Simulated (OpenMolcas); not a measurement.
Pt2+ with 6 ligands (fluoride) in octahedral coordination (Oh). A charge of +0.667 e stands 2.6 Å behind each ligand. Ligand basis ANO-RCC-VDZP.

```json
{
 "Program": "OpenMolcas",
 "Method": "CASSCF",
 "Basis": "ANO-RCC-VDZP [7s6p4d2f]",
 "Scalar Hamiltonian": "DKH2, point nucleus",
 "Active space": "8 electrons in 5 orbitals (5d)",
 "State averaging": "2S+1 = 3 even, 10 roots; 2S+1 = 1 even, 15 roots",
 "Spin-orbit coupling": "state interaction with AMFI integrals over the reference wave functions"
}
```

All ligands move together. At R = 2.02 Å |10Dq| is 20261 cm-1, and at R = 2.11 Å it is 15931 cm-1.

Task: A third run gives 12647 cm-1. What distance was it run at?

Result: With a power law R^-n the two known points give n = -ln(15931 / 20261) / ln(2.11 / 2.02) = 5.52. Then R = 2.02 × (20261 / 12647)^(1/5.52) = 2.200 Å. The run was at 2.2 Å, so the estimate is off by 0 Å.

Without dynamic correlation the repulsion within the d shell is too large (B by tens of per cent), so at a given field states of lower spin stand too high. Real 4d8 and 5d8 ions are as a rule square planar and diamagnetic. With metal d orbitals alone the field can be off either way by tens of per cent. Ligand-to-metal charge-transfer states are missing. With no ligand orbital active B as a rule stays too high, so bands that hang on it stand too high and its fall with covalency is understated. No measured value stands beside these numbers; the geometry is a model, was not optimised and need not be the one that this ion takes.
